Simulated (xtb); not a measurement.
xtb input:

```bash
xtb mol.xyz --gfn 2 --ohess tight --chrg 1 --uhf 0
```
mol.xyz:
```
3

Sb     0.02015225    -0.00719483     1.16966178
Br     0.83959323    -1.71120582    -0.57465447
Br    -0.91087530     1.64758714    -0.57166473
```

Q: Which total energy does the run end on?

A: -10.00448 Eh (GFN2-xTB).
